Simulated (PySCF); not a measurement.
# Electron correlation in Ni⁺ (nickel, charge +1)

[Ar] 3d9, 2D determinant. Computed with PySCF 2.14 in def2-TZVPPD (6s6p4d2f1g, 67 functions), with the non-relativistic Hamiltonian (point nucleus). Frozen: [Ne]; 17 electrons correlated.

| level | correlation energy (mhartree) |
| --- | --- |
| CCSD | -645.99 |
| (T) | -15.19 |
| CCSD(T) | -661.18 |

Diagnostics: T1 = 0.013, D1 = 0.0256, largest double amplitude 0.022.

Cost of the coupled-cluster step: of the order of 19 core-seconds, for 17 correlated electrons.

This basis was not built for core-valence correlation, so the inner-shell part is incomplete.
